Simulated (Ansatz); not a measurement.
`CN[SiH2][SiH3]` → `[SiH3][SiH3]` + `C=N` at 700 K and 1 bar (β-hydride elimination).

Program: Ansatz. Geometries: PBE0-D4/def2-TZVP. ΔE: electronic, gas phase. CBS: MP2 limit from def2 TZ/QZ plus the TZ coupled-cluster correction, frozen cores. This one scheme is used for every species. One conformer a species, not always the lowest.

```tsv
species	CCSD(T)/CBS energy (Eh)	H − E (kJ/mol)	S (J/(mol·K))
`CN[SiH2][SiH3]`	-676.32808	342.4	502.6
`[SiH3][SiH3]`	-581.74359	186.9	363.0
`C=N`	-94.52360	135.6	268.6
```

H − E and S are ideal-gas, rigid-rotor, harmonic terms from PBE0-D4/def2-TZVP, for one conformer and one mirror image of each species. 1 Eh = 2625.50 kJ/mol, R = 8.31446 J/(mol·K).

Q: By hand: ΔE, ΔH, ΔS and ΔG.

A: ΔE = (-581.74359) + (-94.52360) − (-676.32808) = 0.06089 Eh = 159.9 kJ/mol. Δ(H − E) = 186.9 + 135.6 − 342.4 = -19.9, so ΔH = 140.0 kJ/mol. ΔS = 363.0 + 268.6 − 502.6 = 129.0 J/(mol·K). ΔG = 140.0 − 700 × (129.0)/1000 = 49.7 kJ/mol.

Q: By hand: the equilibrium constant, and the temperature at which ΔG would vanish if ΔH and ΔS stayed fixed.

A: log₁₀ K = −ΔG/(RT ln 10) = -3.7. ΔG = 0 at ΔH/ΔS = 1085 K.

The number of gas molecules changes by +1, which sets the sign of ΔS. A doubt of 5 kJ/mol in ΔE shifts log₁₀ K by 0.4 here. Other conformers and mirror images would add mixing entropy, several J/(mol·K) or more a flexible species. These are equilibria of isolated gas molecules and say nothing of rates. Largest T1 diagnostic: 0.013 (customary marks: 0.02 for closed shells, 0.045 for open ones).
